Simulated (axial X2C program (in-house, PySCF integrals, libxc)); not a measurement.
## What spin–orbit coupling does to ZnSi⁺

Calculated with an axial X2C code built on PySCF integrals. Spin-free means the one-electron spin-free X2C Hamiltonian; two-component (2c) means X2C with spin–orbit coupling and atomic mean-field two-electron Coulomb and Gaunt terms, so the difference of the two also holds small scalar two-electron terms. Basis: Zn dyall-cv3z [9s10p6d3f2g], Si dyall-v3z [8s7p2d1f] (cores contracted in-house); Gaussian nuclei, density fitting, unrestricted open shells. Masses: Zn 63.929 u, Si 27.977 u.

Spin-free state: M_S = 1/2, Λ = 1 (beyond evenly filled blocks: π+α); fragments Zn + Si+.

```
  level  Re (Å)  ωe (cm⁻¹)  De (eV)  μ (D)
   PBE0   2.509      242.3    1.750   1.19
     HF   2.638      211.3    1.141   0.63
   CCSD   2.542      236.1    1.578    n/a
CCSD(T)   2.529      239.0      n/a    n/a
  B97-3   2.553      228.9    1.628   1.36
```

Correlated methods: 15 electrons correlated (number of frozen shells: Zn 3 s, 2 p; Si 2 s, 1 p), 219 virtual spin orbitals or spinors in MP2, 90 natural virtuals in coupled cluster.

Dipoles are positive if Si is the positive end and refer to the centre of mass.

Within this multiplet, which Ω should lie lowest by the rule for regular and inverted multiplets?

The open π shell holds one electron, so the multiplet is regular: Ω = Λ − 1/2 = 1/2. The PBE0 2c search agrees, though Ω = 3/2 of the search lies only 0.02 eV higher.

Two-component determinant lowest at the distance of the search:

Ω = 1/2 (⟨Sz⟩ = -0.50, ⟨Lz⟩ = 1.00 at HF); fragments Zn + Si+.

```
  level  Re (Å)  ωe (cm⁻¹)  De (eV)  μ (D)
   PBE0   2.509      242.2    1.761   1.19
     HF   2.639      211.0    1.153   0.63
   CCSD   2.542      236.6    1.590    n/a
CCSD(T)   2.529      239.3      n/a    n/a
  B97-3   2.553      228.8    1.639   1.36
```

From the two tables, how do the constants change at the CCSD(T) level (2c against spin-free)?

At the CCSD(T) level Re is unchanged within 0.001 Å and ωe rises by 0.3 cm⁻¹.

One determinant describes the state; a PBE0 search over occupations chose it and may have missed a lower one. Dissociation energies refer to the lowest single-determinant-based atoms at the same level and basis. De is not given where an atomic determinant may have missed its ground term or J level, or where the truncated virtual space spoils (T). Density functionals use the spin component along the axis (collinear). CCSD and (T) use frozen natural virtuals with an MP2 correction for the truncation; (T) itself is uncorrected, so its De runs slightly low. The 2c atoms are single determinants rather than J levels; their spin–orbit lowering is only partly caught, and De is too large by that part. This holds for PBE0, CCSD, B97-3. The functionals have no current-density term, which raises determinants with orbital currents, atoms included. Some points did not converge and are left out.
